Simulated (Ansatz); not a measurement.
Ansatz (an electronic-structure program) input for C₃H₈N₂Si, SMILES C[Si@]1(N)C=NC1, PBE/def2-SVPD. The structure is a stationary point at PBE0-D3(BJ)/def2-SVP. The structure was generated by enumeration; whether it is a known compound was not checked. Other conformers were not sampled.

Ansatz 0.2 input:
```yaml
crystal:
  periodic: [false, false, false]
  atoms:
    - {symbol: C, position_ang: [1.92781273, -0.68308124, 0.12437433]}
    - {symbol: Si, position_ang: [0.29934818, 0.23705840, 0.04193564]}
    - {symbol: N, position_ang: [0.66194350, 1.91790404, 0.09639758]}
    - {symbol: C, position_ang: [-1.11077043, -0.58917860, 1.00396249]}
    - {symbol: N, position_ang: [-1.73711540, -1.01319634, -0.03742911]}
    - {symbol: C, position_ang: [-1.00407864, -0.42617957, -1.18586355]}
    - {symbol: H, position_ang: [1.75854141, -1.76771576, 0.05395069]}
    - {symbol: H, position_ang: [2.58960206, -0.38119578, -0.70263343]}
    - {symbol: H, position_ang: [2.45098136, -0.48323295, 1.07305879]}
    - {symbol: H, position_ang: [-0.05504947, 2.63242592, 0.10911953]}
    - {symbol: H, position_ang: [1.55061473, 2.26544144, 0.43451914]}
    - {symbol: H, position_ang: [-1.46743709, -0.85475795, 2.01119552]}
    - {symbol: H, position_ang: [-0.73394297, -1.18973208, -1.93457650]}
    - {symbol: H, position_ang: [-1.63576299, 0.31763186, -1.69935146]}
basis:
  gaussian:
    orbitals: def2-SVPD
hamiltonian:
  xc: {name: PBE}
```

Log of the run:

```
WARN ansatz: RAYON_NUM_THREADS=2 ignored (pool sized by the plan → 2); use --threads N
Functional definition: PBE
integrals: 0.13 GiB planned
1597 factors; their error is unknown
mean field: 0.90 GiB planned
mean field evaluation 1: about -14061.7508 eV, gradient 9.0e1 eV
mean field evaluation 2: about -14024.9397 eV, gradient 1.4e2 eV
mean field evaluation 4: about -14079.8033 eV, gradient 1.7e1 eV
mean field evaluation 8: about -14080.4534 eV, gradient 1.2e-1 eV
mean field evaluation 16: about -14080.3697 eV, gradient 6.7e-4 eV
mean field -14080.36974875 eV, -517.4440442492 hartree, gradient 6.6e-5 eV, S^2 0.000000; 0 other end points of the search recorded, 0 dependent functions left out
reference -14080.36979854 eV, -517.4440460789 hartree; 27, 27 occupied and 161, 161 virtual orbitals, 1597 factors
Total energy: -14080.36979854 eV, -517.4440460789 hartree
```

Self-consistency was reached.

Cost: roughly 8 core-seconds.
